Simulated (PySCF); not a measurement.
Polarisability and C₆ of Mn(2+) (manganese, charge +2)

[Ar] 3d5, high-spin 6S determinant. Calculation: PySCF 2.14, in aug-cc-pwCVTZ-DK (10s9p7d4f3g, 127 functions); scalar relativity by spin-free X2C-1e. Coupled (time-dependent) response in atomic units; α is the mean over directions.

```
method  mean α (bohr³)  C₆ (like pair)  S(−4)
 M06-L           3.821           11.37  7.805
```

S(−4) is the Cauchy moment in α(ω) = α(0) + S(−4) ω² + …

α(iu) at M06-L:

```tsv
u (hartree)	α(iu) (bohr³)
0	3.821
0.0500	3.802
0.100	3.746
0.200	3.549
0.300	3.293
0.500	2.776
0.750	2.263
1.00	1.885
1.50	1.376
2.00	1.051
3.00	0.6677
5.00	0.3346
```

For an ion, C₆ is the dispersion term alone; charge-induced terms of lower order in 1/R come first.
